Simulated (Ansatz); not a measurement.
isocyanic acid (CHNO), singlet, geometry from GFN2-xTB; HF/aug-cc-pVDZ run with Ansatz (a program for electronic structure).

Here is a job for Ansatz.
Ansatz 0.2 input:
```yaml
crystal:
  periodic: [false, false, false]
  atoms:
    - {symbol: N, position_ang: [-1.09019945, 0.19550444, 0.26322046]}
    - {symbol: C, position_ang: [0.04813358, -0.04939770, 0.01378604]}
    - {symbol: O, position_ang: [1.14545157, -0.10550804, -0.33882666]}
    - {symbol: H, position_ang: [-1.82101787, -0.22808056, 0.78535375]}
basis:
  gaussian:
    orbitals: aug-cc-pVDZ
hamiltonian:
  xc: hf
scf: {lower_state_search: light}
```

Question: What does Ansatz print? Leave out banner, timings and long lists.

Answer: 
```
Functional definition: HF
835 factors; their error is unknown
mean field evaluation 1: about -4563.4391 eV, gradient 3.5e1 eV
mean field evaluation 2: about -4564.9675 eV, gradient 2.0e1 eV
mean field evaluation 4: about -4565.6827 eV, gradient 9.9e-1 eV
mean field evaluation 8: about -4565.6860 eV, gradient 5.9e-2 eV
mean field -4565.78937396 eV, -167.7896646899 hartree, gradient 2.6e-5 eV, S^2 0.000000; 0 other end points of the search recorded, 0 dependent functions left out
reference -4565.78937396 eV, -167.7896646899 hartree; 11, 11 occupied and 67, 67 virtual orbitals, 835 factors
Total energy: -4565.78937396 eV, -167.7896646899 hartree
```
